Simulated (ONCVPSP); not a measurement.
Logarithmic derivatives: In (Z = 49), ONCV

```json
{
 "Element": "In",
 "Generator": "ONCVPSP 4.0.1",
 "Type": "optimised norm-conserving Vanderbilt (ONCV)",
 "Functional": "Wu-Cohen",
 "Relativity": "scalar-relativistic",
 "Frozen core": "[Ar] 3d10",
 "Valence charge": "21",
 "Reference configuration": "4s2 4p6 4d10 5s2 5p1",
 "Partial waves": "4s+5s: rc 1.50 bohr, ncon 3, nbas 7, qcut 9.9 1/bohr, 2 projectors; 4p+5p: rc 1.80 bohr, ncon 5, nbas 8, qcut 9 1/bohr, 2 projectors; 4d: rc 1.45 bohr, ncon 4, nbas 8, qcut 9.5 1/bohr, local",
 "Local potential": "the d channel",
 "Core correction": "Teter function, fcfact 4.25, rcfact 1.5"
}
```

The phase is arctan(r·R′/R) of the radial function R(r), unwrapped; energies in Ha, scanned from -6 to 5 Ha. A pole is an energy at which the radial function vanishes at the test radius. The pseudo phase is shifted by a multiple of π to meet the all-electron one at the reference energy, and phase errors are pseudo minus all-electron; the curves can meet again beyond the range given. Levels narrower than the energy grid can be missing from the lists of poles.

Problem. For each channel, where are the poles, and over which energies does the pseudopotential scatter like the atom?

Solution.

```json
{"channel": "s", "radius (bohr)": "1.52", "reference energy (Ha)": "-0.30", "poles, all-electron": "-4.07", "poles, pseudo": "-4.07", "unbroken range about the reference energy with phases within 0.05 rad": "the whole range", "phase error 1 Ha above the reference energy (rad)": "+0.002"}
{"channel": "p", "radius (bohr)": "1.83", "reference energy (Ha)": "-0.09", "poles, all-electron": "-2.73, 4.33", "poles, pseudo": "-2.73, 4.38", "unbroken range about the reference energy with phases within 0.05 rad": "the whole range", "phase error 1 Ha above the reference energy (rad)": "+0.001"}
{"channel": "d", "radius (bohr)": "1.47", "reference energy (Ha)": "-0.68", "poles, all-electron": "0.49", "poles, pseudo": "0.51", "unbroken range about the reference energy with phases within 0.05 rad": "below 3.2", "phase error 1 Ha above the reference energy (rad)": "+0.002"}
```

Phases in the p channel:

| E (Ha) | all-electron | pseudo |
| --- | --- | --- |
| -5.96 | 1.359 | 1.359 |
| -5.40 | 1.341 | 1.341 |
| -4.84 | 1.316 | 1.316 |
| -4.28 | 1.277 | 1.277 |
| -3.72 | 1.196 | 1.196 |
| -3.16 | 0.631 | 0.631 |
| -2.60 | -1.662 | -1.662 |
| -2.04 | -1.821 | -1.821 |
| -1.48 | -1.924 | -1.924 |
| -0.92 | -2.059 | -2.059 |
| -0.36 | -2.307 | -2.307 |
| 0.20 | -2.879 | -2.878 |
| 0.76 | -3.744 | -3.744 |
| 1.32 | -4.219 | -4.218 |
| 1.88 | -4.427 | -4.426 |
| 2.44 | -4.537 | -4.536 |
| 3.00 | -4.607 | -4.606 |
| 3.56 | -4.658 | -4.656 |
| 4.12 | -4.699 | -4.696 |
| 4.68 | -4.735 | -4.731 |
